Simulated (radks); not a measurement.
Task: These are the eigenvalues of the occupied orbitals of an atom or ion with whole-number occupations (eV). Method: Dirac Kohn-Sham, PBE, spin-unpolarised, spherical densities, point nucleus; computed with a radial shooting solver on a logarithmic mesh with Libxc functionals.

| orbital | eigenvalue |
|---|---|
| 1s1/2 | -65208.58 |
| 2s1/2 | -11150.67 |
| 2p1/2 | -10648.99 |
| 2p3/2 | -9457.035 |
| 3s1/2 | -2546.251 |
| 3p1/2 | -2324.082 |
| 3p3/2 | -2068.635 |
| 3d3/2 | -1693.076 |
| 3d5/2 | -1637.371 |
| 4s1/2 | -518.8655 |
| 4p1/2 | -427.8777 |
| 4p3/2 | -369.4342 |
| 4d3/2 | -220.0336 |
| 4d5/2 | -209.3336 |
| 5s1/2 | -74.2711 |
| 5p1/2 | -48.4635 |
| 5p3/2 | -40.6096 |
| 4f5/2 | -25.1570 |
| 4f7/2 | -23.4118 |
| 6s1/2 | -10.0977 |
| 5d3/2 | -9.1973 |
| 7d3/2 | -0.5622 |

Which element is it, and in what charge state? The configuration may be excited. Open shells, if any, fill j = l - 1/2 first.

Result: Z = 72, hafnium, charge 0: Hf in [Xe] 4f14 5d1 6s2 7d1. The list shows which subshells hold electrons but not how many an open one holds; the 1s level, -2396.4 hartree, gives Z - s = 69.2 by -(Z - s)^2/2, which with screening and relativity narrows Z to a few neighbours, and the depths of the outer levels then fix element, charge and occupations together.
